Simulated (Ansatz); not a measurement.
A structure relaxed at PBE-D4/def2-SVP in Ansatz, charge 0, singlet:

```xyz
24

Li    3.442    1.368   -2.016
F     1.770    0.982   -2.526
Li    0.434    0.876   -1.320
F    -1.338    0.470   -0.983
Li   -2.988    0.963   -0.479
F    -4.342   -0.119   -0.056
F     3.875    1.926   -0.373
Li    2.564    1.687    0.813
F     0.823    1.447    0.453
Li   -0.883    0.973    0.985
F    -2.593    1.481    1.249
Li   -3.848    0.288    1.699
F     3.957   -0.408   -1.744
Li    2.247   -0.755   -2.114
F     0.943   -1.104   -0.931
Li   -0.847   -1.309   -0.518
F    -2.167   -2.404    0.037
Li   -3.808   -1.772    0.370
Li    4.214    0.116   -0.054
F     2.990   -0.059    1.239
Li    1.296   -0.541    0.852
F    -0.429   -0.813    1.460
Li   -1.823   -1.896    1.780
F    -3.491   -1.399    2.173
```

**Question.** Give its formula.

**Answer.** Li12F12.

**Question.** Summarise the bond lengths by kind (pairs closer than 1.2 times the sum of covalent radii, bridged metal pairs left out).

**Answer.** 40 × F–Li 1.78 to 2.08 Å.
